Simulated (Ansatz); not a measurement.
C3H9BSi, SMILES `C[SiH]1BCC1`, relaxed with RKS PBE-D4/def2-SVP in Ansatz from a rough embedded geometry. The force threshold is 0.03 eV/Å; the program also tests the step.

Charge 0, multiplicity 1.

Start:

```xyz
14

C     0.049   -2.047   -0.398
Si   -0.469   -0.274   -0.708
B    -1.125    0.535    0.924
C     0.102    1.508    0.896
C     0.844    0.963   -0.365
H     0.733   -2.334   -1.302
H     0.666   -2.075    0.505
H    -0.812   -2.664   -0.355
H    -1.305   -0.033   -1.949
H    -2.110    0.394    1.618
H     0.793    1.281    1.761
H    -0.137    2.544    0.777
H     1.869    0.485   -0.197
H     0.903    1.717   -1.205
```

How much energy does the relaxation release, and in how many steps? (Best estimate.)

Computed: 65.58 kJ/mol, in 10 steps.

Which bonds change most? (Best estimate.)

Ansatz gave: Si2–B3 from 1.936 to 2.041 Å; Si2–C5 from 1.837 to 1.936 Å; C1–H6 from 1.170 to 1.109 Å; C1–H8 from 1.060 to 1.109 Å.

Give the relaxed structure. (Best estimate.)

Computed: 
```xyz
14

C     0.128   -2.082   -0.382
Si   -0.529   -0.335   -0.738
B    -1.258    0.740    0.837
C     0.166    1.412    0.924
C     0.777    1.070   -0.473
H     0.820   -2.404   -1.187
H     0.677   -2.115    0.581
H    -0.703   -2.815   -0.330
H    -1.225   -0.343   -2.081
H    -2.249    0.946    1.511
H     0.631    0.741    1.701
H     0.312    2.441    1.323
H     1.864    0.850   -0.494
H     0.589    1.895   -1.192
```
